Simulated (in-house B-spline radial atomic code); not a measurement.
The numbers below are computed, except where a source is named.
Zn in an electron gas of r_s = 2.4: phase shifts, screening, friction and resistivity

A nucleus sits in a uniform electron gas with a rigid positive background. The Kohn-Sham equations are solved self-consistently in the spin-unpolarised LDA (PW92), non-relativistic, on B-splines with outgoing waves at the boundary and partial waves to l = 8. The model has no lattice, no bands and no magnetic solution. Atomic units; δ_l are the phase shifts at the Fermi level, counted so that each bound state adds π, and good to about 0.0005.

The density parameter is r_s = 2.4 bohr, near that of the valence electrons of In (3 per atom, density 7.31 g/cm³, mass 114.82 u, which gives r_s = 2.41).

```csv
l,δ_l (rad)
0,9.9456
1,6.9908
2,3.1996
3,0.0237
4,0.0039
5,0.0005
6,0.0001
7,0.0000
8,0.0000
```

Bound levels below the band bottom (hartree): p -36.32, s -4.263, p -2.712, d -0.09174, s -0.0111 and deeper ones.

(1) Check the Friedel sum rule, and say where the screening charge sits.

(2) Find the transport cross section and the electronic stopping of a 2 keV Zn ion (mass 65.38 u).

(3) What residual resistivity would 1 atomic per cent of such centres give in In?

(4) On a substitutional site the background of one host ion, a sphere holding 3 charges, is taken out. The phase shifts for l = 0 to 4 become 9.4825, 6.1931, 2.9545, -0.0454, -0.0094. What follows?

Answers

(1) k_F = (9π/4)^(1/3)/r_s = 0.79965. The rule is Z = (2/π) Σ (2l + 1) δ_l. The terms are s 6.332, p 13.351, d 10.185, f 0.106 and 0.027 beyond, in all 30.000 against Z = 30. Bound states hold 8 s, 12 p, 10 d electrons, so the scattering states carry 0.00 in all; where a term is smaller than its bound count, the bound level has drawn weight out of the band.

(2) σ_tr = (4π/k_F²) Σ (l + 1) sin²(δ_l − δ_(l+1)). The terms for l = 0 to 3 are 0.0345, 0.7317, 0.0035, 0.0016, all together 0.7714, so σ_tr = 19.652 × 0.7714 = 15.159 bohr². With n = 3/(4π r_s³) = 0.01727, the friction coefficient is Q = n k_F σ_tr = 0.2093. For v well below v_F = 0.800, dE/dx = Q v; with 24801 eV per u at v = 1, v = √(2000/(24801 × 65.38)) = 0.0351, so dE/dx = 0.00735 hartree/bohr = 3.78 eV/nm. The largest term couples the p and d waves.

(3) Δρ = k_F n_i σ_tr/n in atomic units of 21.74 μΩ·cm. With one host atom per 3 electrons, n_i/n = 0.01/3, so Δρ = 0.7996 × 0.00333 × 15.159 × 21.74 = 0.88 μΩ·cm. This is an atom added to the gas, as on an interstitial site.

(4) The Friedel sum is now 27.00, for Z − 3 = 27. The sum in σ_tr is 0.1058, so σ_tr = 2.08 bohr² and Δρ = 0.12 μΩ·cm per atomic per cent, 0.14 times the value above. A real host ion scatters too, so this model doesn't give zero even for the host's own atom.
